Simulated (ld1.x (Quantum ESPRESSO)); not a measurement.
praseodymium (Pr), TM semilocal: configuration errors across variants

```json
{"Element": "praseodymium (Pr)", "Generator": "ld1.x (Quantum ESPRESSO) 7.5", "Type": "norm-conserving Troullier–Martins (semilocal form)", "Functional": "PBE", "Relativity": "scalar-relativistic", "Frozen core": "[Kr] 4d10", "Valence charge": "13", "Reference configuration": "4f3 5s2 5p6 5d0 6s2 6p0", "Partial waves": "5s (bound): rc 2.05 bohr; 5p (bound): rc 2.50 bohr; 4f (bound): rc 0.95 bohr; 5d (bound, empty): rc 2.55 bohr", "Local potential": "the d channel", "Core correction": "none"}
```

Occupied shells without a wave of their own: 6s. They enter only through the test configuration that unscreens the potential.

All-electron excitation energies from the reference (eV): (1) 4f3 5s2 5p6 5d0 6s1 6p0 5.721; (2) 4f3 5s2 5p6 5d0 6s0 6p0 16.346; (3) 4f2 5s2 5p6 5d0 6s0 6p0 37.925; (4) 4f2 5s2 5p6 5d0 6s2 6p0 7.528; (5) 4f3 5s2 5p6 5d1 6s0 6p0 6.646; (6) 4f1 5s2 5p6 5d0 6s0 6p0 76.936.

In the semilocal form every listed channel keeps its own potential, so the choice of the local channel does not act on these tests. It acts once the file is put into the separable form.

A semilocal file is local in each channel, so a ghost entry of none says nothing of the separable form that plane-wave codes build from it.

For the base: The 6s level has no wave, so the channel is fitted at the deeper level alone: the likely source of the large errors.

On the changes marked as counting shells twice: ld1.x takes every shell without a wave as core, so the model core holds the marked electrons as well and exchange and correlation see them twice. This cancels in the reference configuration, but the file is broken for other ones, and its errors say nothing about a proper core correction.

Tests that are not counted but printed errors over 1 eV. “base”: 4f3 5s2 5p6 5d0 6s1 6p1 (pseudo-atom not self-consistent, printed error -780 eV). “wave 4f (bound): rc 0.95 bohr becomes 4f (bound): rc 1.20 bohr”: 4f3 5s2 5p6 5d0 6s1 6p1 (solver errors, printed error -13.0 eV). “wave 5p (bound): rc 2.50 bohr becomes 5p (bound): rc 3.66 bohr”: 4f3 5s2 5p6 5d0 6s1 6p1 (solver errors, printed error -9.1 eV). “all radii scaled by about 1.09 (s 2.22, p 2.72, d 2.78, f 1.04 bohr)”: 4f3 5s2 5p6 5d0 6s1 6p1 (solver errors, printed error -9.6 eV). “core correction a·sin(br)/r model core inside 1.16 bohr (6s counted twice)”: 4f3 5s2 5p6 5d0 6s1 6p1 (solver errors, printed error -13.5 eV).

2 further variants failed, have other tests or too few solved ones, and are left out.

The file “base” misses its own reference levels by 0.3 eV. The file “wave 4f (bound): rc 0.95 bohr becomes 4f (bound): rc 1.20 bohr” misses its own reference levels by 0.3 eV. The file “wave 5p (bound): rc 2.50 bohr becomes 5p (bound): rc 3.66 bohr” misses its own reference levels by 0.3 eV. The file “all radii scaled by about 1.09 (s 2.22, p 2.72, d 2.78, f 1.04 bohr)” misses its own reference levels by 0.5 eV. The file “core correction a·sin(br)/r model core inside 1.16 bohr (6s counted twice)” misses its own reference levels by 0.3 eV. The file “wave 5d (bound): rc 2.55 bohr becomes 5d (bound): rc 2.60 bohr” misses its own reference levels by 0.3 eV. The file “wave 5d (bound): rc 2.55 bohr becomes 5d (bound): rc 3.58 bohr” misses its own reference levels by 0.3 eV.

Errors AE − PS in meV (a dash: test not solved or not reliable):

```csv
change,(1),(2),(3),(4),(5),(6),bound ghosts
base,-382,-1042,-1651,+302,-684,-1906,none
wave 4f (bound): rc 0.95 bohr becomes 4f (bound): rc 1.20 bohr,-380,-1039,-1611,+337,-684,-1661,none
wave 5p (bound): rc 2.50 bohr becomes 5p (bound): rc 3.66 bohr,-382,-1043,-1592,+337,-684,-1637,none
"all radii scaled by about 1.09 (s 2.22, p 2.72, d 2.78, f 1.04 bohr)",-659,-1800,-2880,+442,-1188,-3465,none
core correction a·sin(br)/r model core inside 1.16 bohr (6s counted twice),-514,-1567,-2368,+205,-939,-3118,none
wave 5d (bound): rc 2.55 bohr becomes 5d (bound): rc 2.60 bohr,-382,-1042,-1651,+302,-684,-1906,none
"type PAW, which also changes the form from semilocal to separable; waves now 5s (bound): rcut 1.95, rcutus 2.05 bohr; 6s (bound): rcut 1.95, rcutus 2.05 bohr; 5p (bound): rcut 2.30, rcutus 2.50 bohr; 6p (bound): rcut 2.30, rcutus 2.50 bohr; 5d (bound): rcut 2.20, rcutus 2.55 bohr; 5d channel at 0.65 Ry: rcut 2.20, rcutus 2.55 bohr; 4f (bound): rcut 0.85, rcutus 0.95 bohr; 4f channel at 0.2 Ry: rcut 0.85, rcutus 0.95 bohr; local potential all-electron potential smoothed inside 1.85 bohr (lloc = -1); core correction a·sin(br)/r model core, default radius (ld1.x builds one for every PAW set, though the input has nlcc=.false.); augmentation PSQ, inside the norm-conserving radii",-2.4,-5.7,+216,+197,-1.0,+656,none
wave 5d (bound): rc 2.55 bohr becomes 5d (bound): rc 3.58 bohr,-382,-1042,-1651,+302,-681,-1905,none
```

(1) Give the same row for: local potential the f channel.

Answers

(1) -381, -1041, -1650, +302, -684, -1905; bound ghosts: none. Not counted: 4f3 5s2 5p6 5d0 6s1 6p1 (pseudo-atom not self-consistent, printed error -786 eV).
